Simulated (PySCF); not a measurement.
Isomers of C2H10OSi4, one GFN2-xTB conformer each. Single-point energies are computed at PBE0/pcSseg-1 (PySCF, gas phase, no added dispersion term), electronic only.

```tsv
SMILES	GFN2-xTB relative energy (kcal/mol)
C=C[Si@@H]1O[SiH2][SiH2][SiH2]1	0.0
C=C[Si]1(O)[SiH2][SiH2][SiH2]1	57.7
```

Conformers: `[CH2:1]=[CH:2][Si@@H:3]1[O:4][SiH2:5][SiH2:6][SiH2:7]1` with C1–C2–Si3–O4 12°; `[CH2:1]=[CH:2][Si:3]1([OH:4])[SiH2:5][SiH2:6][SiH2:7]1` with C1–C2–Si3–O4 178°, C2–Si3–O4–H 45°.

Task: What does PBE0/pcSseg-1 give for the same structures?

Result: 
| SMILES | PBE0/pcSseg-1 E (Eh) | PBE0/pcSseg-1 (kcal/mol) | GFN2-xTB (kcal/mol) | point group |
| --- | --- | --- | --- | --- |
| C=C[Si@@H]1O[SiH2][SiH2][SiH2]1 | -1314.74611 | 0.0 | 0.0 | C1 |
| C=C[Si]1(O)[SiH2][SiH2][SiH2]1 | -1314.70373 | 26.6 | 57.7 | C1 |

Both levels put the same isomer lowest. As drawn, the higher has a four-membered ring and an O–H bond, which the lower lacks.

Task: Which frontier levels, dipoles and rotational constants go with these structures?

Result: 
| SMILES | HOMO (eV, PBE0/pcSseg-1) | LUMO (eV) | dipole (D) | A, B, C (MHz) |
| --- | --- | --- | --- | --- |
| C=C[Si@@H]1O[SiH2][SiH2][SiH2]1 | -7.48 | -0.92 | 0.83 | 1668, 971.6, 733.5 |
| C=C[Si]1(O)[SiH2][SiH2][SiH2]1 | -6.92 | -1.57 | 2.13 | 1502, 878.2, 818.9 |
